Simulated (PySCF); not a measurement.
# Working out the excitation energy of P²⁺

P²⁺ [Ne] 3s2 3p1 (2P) → P²⁺ [Ne] 3s2 4s1 (2S). All numbers are calculated (PySCF 2.14, the non-relativistic Hamiltonian (point nucleus), in aug-cc-pV(D+d)Z (5s4p3d, 32 functions)). Frozen: [Ne]. Energies in hartree (1 hartree = 27.21139 eV):

```tsv
part	P²⁺ (lower)	P²⁺ (upper)
UHF	-339.640360	-339.102222
MP2 opposite-spin	-0.036843	-0.038880
MP2 same-spin	-0.002376	-0.004066
```

**Question.** What does Hartree-Fock give?

**Answer.** (-339.102222) − (-339.640360) = 0.538138 hartree = 14.643 eV.

**Question.** What do MP2 and SCS-MP2 (6/5 opposite-spin, 1/3 same-spin) give?

**Answer.** The opposite-spin parts differ by -0.055 eV and the same-spin parts by -0.046 eV. MP2: 14.643 + (-0.055) + (-0.046) = 14.542 eV. SCS-MP2: 14.643 + 1.2 × (-0.055) + (-0.046)/3 = 14.562 eV.
